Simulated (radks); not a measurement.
Task: Ba46+, configuration [He] 2s2 2p5 4s1 (not the ground configuration). Method: Dirac Kohn-Sham, LDA (Slater exchange, Perdew-Wang correlation), spin-unpolarised, spherical densities, point nucleus; open shells fill j = l - 1/2 first; computed with a radial shooting solver on a logarithmic mesh with Libxc functionals. Some entries of the table are withheld. Estimate them.

orbital,occ.,eigenvalue (hartree),<1/r> (bohr^-1),<r^2> (bohr^2)
1s1/2,2,-1495.009,(1),(2)
2s1/2,2,-332.8472,(3),0.01343
2p1/2,2,-323.0560,14.57,(4)
2p3/2,3,-308.1846,13.32,(5)
4s1/2,1,-74.81267,3.283,(6)

Result: 
(1) 1s1/2 <1/r> (bohr^-1): 60.71
(2) 1s1/2 <r^2> (bohr^2): 0.0008870
(3) 2s1/2 <1/r> (bohr^-1): 14.63
(4) 2p1/2 <r^2> (bohr^2): 0.009773
(5) 2p3/2 <r^2> (bohr^2): 0.01091
(6) 4s1/2 <r^2> (bohr^2): 0.2444
